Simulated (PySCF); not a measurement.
Si(H)2(F)(vinyl) (C₂H₅FSi), SMILES C=C[SiH2]F. Geometry: B3LYP-D3(BJ)/def2-SVP. The values are those of a single conformer.

Computed with B3LYP-D3(BJ)/def2-SVP in PySCF.

Harmonic wavenumbers (cm⁻¹): 118, 166, 413, 414, 666, 696, 734, 854, 930, 973, 1001, 1021, 1038, 1275, 1418, 1667, 2234, 2238, 3117, 3129, 3214. Rotational constants (GHz): 10.87, 4.260, 3.175; symmetry number 1.

**Question.** Work out the zero-point energy and the ideal-gas rigid-rotor harmonic-oscillator thermochemistry at 298.15 K and 1 atm.

**Answer.** ZPE = ½ Σ hcν = ½ × 27316 cm⁻¹ = 39.05 kcal/mol. H − E(el) = 43.01 kcal/mol. Entropy in cal/(mol K): translation 38.91, rotation 25.19, vibration 9.08, total 73.18. G − E(el) = 21.19 kcal/mol. Cp = 19.96 cal/(mol K). Modes under 150 cm⁻¹ make the vibrational entropy uncertain.
